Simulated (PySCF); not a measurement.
This script is equivalent to a calculation on S⁺ (sulfur, charge +1).

```python
from pyscf import gto, scf, dft, mp, cc
import basis_set_exchange as bse
mol = gto.M(atom="S 0 0 0", charge=1, spin=3, symmetry="D2h",
            basis=gto.basis.parse(bse.get_basis("pcseg-2", elements=["S"], fmt="nwchem", header=False)))
mf = dft.UKS(mol, xc="M062X")
mf.irrep_nelec = {'Ag': (3, 3), 'B1u': (2, 1), 'B2u': (2, 1), 'B3u': (2, 1)}
mf.kernel()
```

What total energy does it give?

-397.719 hartree (calculated).

Which occupied shell lies highest, and where?

3p α, at -20.611 eV.

What is ⟨S²⟩, and what would a pure spin state give?

3.752, against 3.75.
